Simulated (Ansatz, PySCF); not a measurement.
This Ansatz (a quantum-chemistry and plane-wave program) input computes a r2SCAN/def2-TZVPD energy:

Ansatz 0.2 input:
```yaml
crystal:
  periodic: [false, false, false]
  atoms:
    - {symbol: C, position_ang: [2.09617961, -0.16102070, -0.40710721]}
    - {symbol: Ge, position_ang: [0.10784029, -0.05903555, 0.22534696]}
    - {symbol: O, position_ang: [-0.48861916, -1.26269922, -1.05092517]}
    - {symbol: O, position_ang: [-0.14869049, 1.64673440, -0.45139636]}
    - {symbol: O, position_ang: [-1.75953548, 0.00214591, 0.98723059]}
    - {symbol: H, position_ang: [2.09565564, 0.05962029, -1.47755151]}
    - {symbol: H, position_ang: [2.69012745, 0.57842015, 0.13207267]}
    - {symbol: H, position_ang: [2.48658313, -1.16370615, -0.22691641]}
    - {symbol: H, position_ang: [-1.42246854, -1.35467773, -0.82892329]}
    - {symbol: H, position_ang: [-1.04816969, 1.84892867, -0.16877612]}
    - {symbol: H, position_ang: [-1.65493375, -0.20277224, 1.92236266]}
basis:
  gaussian:
    orbitals: def2-TZVPD
hamiltonian:
  xc: {name: r2SCAN}
total_charge: -1
magnetization: {spin_polarized: true, initial_magnetization: 1}
output: {forces: true}
```

Problem. Write an input for the same energy in PySCF and say what it gives.

Solution. 
```python
from pyscf import gto, scf, dft

mol = gto.M(
    atom='''
    C     2.09617961   -0.16102070   -0.40710721
    Ge    0.10784029   -0.05903555    0.22534696
    O    -0.48861916   -1.26269922   -1.05092517
    O    -0.14869049    1.64673440   -0.45139636
    O    -1.75953548    0.00214591    0.98723059
    H     2.09565564    0.05962029   -1.47755151
    H     2.69012745    0.57842015    0.13207267
    H     2.48658313   -1.16370615   -0.22691641
    H    -1.42246854   -1.35467773   -0.82892329
    H    -1.04816969    1.84892867   -0.16877612
    H    -1.65493375   -0.20277224    1.92236266
    ''',
    basis='def2-tzvpd',
    charge=-1,
    spin=1,
    verbose=4,
)

mf = dft.UKS(mol, xc='r2scan').density_fit(auxbasis='def2-universal-jkfit')
mf.grids.level = 4
mf.conv_tol = 1e-9
mf.max_cycle = 100
mf.max_memory = 1500
mf.kernel()
if not mf.converged:
    mf = mf.newton()
    mf.kernel(mf.make_rdm1())
for _ in range(2):
    mo, _, stable, _ = mf.stability(return_status=True)
    if stable:
        break
    mf.kernel(mf.make_rdm1(mo, mf.mo_occ))
mf.analyze()
```
It gives -2344.45738 Eh, and Ansatz -2344.45722 Eh, a difference of 0.16 mEh, from the treatment of integrals and grids.
